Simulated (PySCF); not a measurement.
## Shifts of the heteroatoms

Geometry (Å), atoms numbered from 1 in this order:
```xyz
21

O    -0.476    2.488    0.973
C    -0.224    1.312    0.836
Si    1.246    0.363    1.608
Si    2.850    0.170   -0.064
P     4.748   -0.491    0.945
C    -0.966    0.405   -0.116
O    -0.350   -0.557   -0.544
C    -2.367    0.714   -0.398
C    -2.945    0.276   -1.730
C    -3.350   -0.439   -0.501
H     0.693   -0.902    2.102
H     1.638    1.158    2.777
H     2.481   -0.737   -1.158
H     3.199    1.456   -0.690
H     4.315   -1.783    1.178
H     5.395   -0.857   -0.218
H    -2.709    1.645    0.034
H    -2.263   -0.221   -2.404
H    -3.642    0.948   -2.205
H    -4.336   -0.279   -0.093
H    -2.946   -1.425   -0.331
```

PySCF 2.14 calculation with NMR shieldings at PBE0/pcSseg-1/GIAO and GFN2-xTB geometry; non-relativistic, fast rotation and ring inversion assumed for equivalent nuclei, no solvent, one computed conformer.

(1) Where does 31P resonate?

(2) Where does 29Si resonate?

(3) What are the 17O shifts?

## Answers

(1) 
| atoms | environment | σ (ppm) | δ (ppm) |
| --- | --- | --- | --- |
| P5 | phosphorus bonded to Si, 2 H | 619.6 | -243.2 |

Shieldings were converted by a linear fit to measured shifts: 31P (scatter 18.1 ppm rms vs H3PO4, solution or neat liquid). A few per cent of atoms miss by over 2 rms, more outside the fitted compound classes.

On a 500 MHz spectrometer 31P resonates near 202.4 MHz, so 1 ppm is 202.4 Hz.

(2) 
| atoms | environment | σ (ppm) | δ (ppm) |
| --- | --- | --- | --- |
| Si4 | silicon bonded to P, Si, 2 H | 426.6 | -70.7 |
| Si3 | silicon bonded to C, Si, 2 H | 427.2 | -71.1 |

Shieldings were converted by a linear fit to measured shifts: 29Si (scatter 8.9 ppm rms, 25.8 ppm with the 6 outliers that the fit left out vs TMS, solution or neat liquid). Occasional misses reach two or three times the rms, and more in compound classes unlike the fitted ones.

On a 300 MHz spectrometer 29Si resonates near 59.6 MHz, so 1 ppm is 59.6 Hz.

(3) 
```csv
atoms,environment,σ (ppm),δ (ppm)
O1,carbonyl oxygen,-538.4,757.1
O7,ketone oxygen,-259.2,502.8
```

Shieldings were converted by a linear fit to measured shifts: 17O (scatter 10.7 ppm rms, 12.2 ppm with the 3 outliers that the fit left out vs liquid water, solution or neat liquid). A few per cent of atoms miss by over 2 rms, more outside the fitted compound classes.

On a 600 MHz spectrometer 17O resonates near 81.3 MHz, so 1 ppm is 81.3 Hz.
